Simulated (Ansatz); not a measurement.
The first iterations of a band of C₂H₉BSSi (14 atoms, charge 0, multiplicity 1).

Computed with RKS LDA/6-31G in Ansatz 0.2.0.

```json
{
  "movable images": "5",
  "climbing image": "yes",
  "spring": "5.0 eV/Å²",
  "optimiser": "quadratic models (default)",
  "start path": "through a guess of the saddle point",
  "force threshold": "0.5 eV/Å",
  "iteration limit": "60",
  "end points": "relaxed"
}
```

Initial state:

```xyz
14
Properties=species:S:1:pos:R:3
B -1.239 1.458 -0.514
Si -0.283 0.150 0.660
C 1.569 0.591 0.808
C -0.382 -1.620 -0.060
S 0.202 -1.615 -1.853
H -1.363 2.614 -0.182
H -1.716 1.153 -1.590
H -0.906 0.165 2.058
H 1.718 1.654 1.064
H 2.057 0.376 -0.160
H 2.037 -0.034 1.589
H -1.391 -2.062 0.003
H 0.321 -2.289 0.468
H -0.636 -0.571 -2.264
```

Final state:

```xyz
14
Properties=species:S:1:pos:R:3
B -0.927 1.157 -1.043
Si -0.329 0.392 0.741
C 1.549 0.337 1.068
C -0.802 -1.348 -0.002
S -0.581 -0.793 -1.828
H -2.132 1.234 -1.167
H -0.283 1.954 -1.686
H -1.037 0.646 2.067
H 1.910 1.335 1.377
H 2.101 0.058 0.148
H 1.801 -0.389 1.861
H -0.220 -2.260 0.208
H 0.819 -0.790 -1.802
H -1.882 -1.560 0.087
```

| iteration | highest image above the first end (eV) | largest band force component (eV/Å) |
| --- | --- | --- |
| 1 | 14.529 | 51.532 |
| 2 | 6.464 | 7.633 |
| 3 | 5.323 | 5.064 |
| 4 | 4.424 | 3.353 |

Task: Does the band converge within its limit, and where does its top end?

Result: The run converged. It ended after 14 iterations with the highest image 0.130 eV above the first end. The threshold of 0.5 eV/Å is loose, so the images may lie well off the minimum-energy path. The profile has 2 maxima (images 1, 5) with wells between them (image 3): this band takes more than one step, which may be the mechanism or a detour left from its start path. The order of the stationary point at the top wasn't checked. The orbitals stay closed-shell, which can raise the energy where a bond breaks towards radicals; this wasn't checked here. Limits of this set-up: no polarisation functions.

The run took 2.4 min on 1 CPU thread of a shared host.
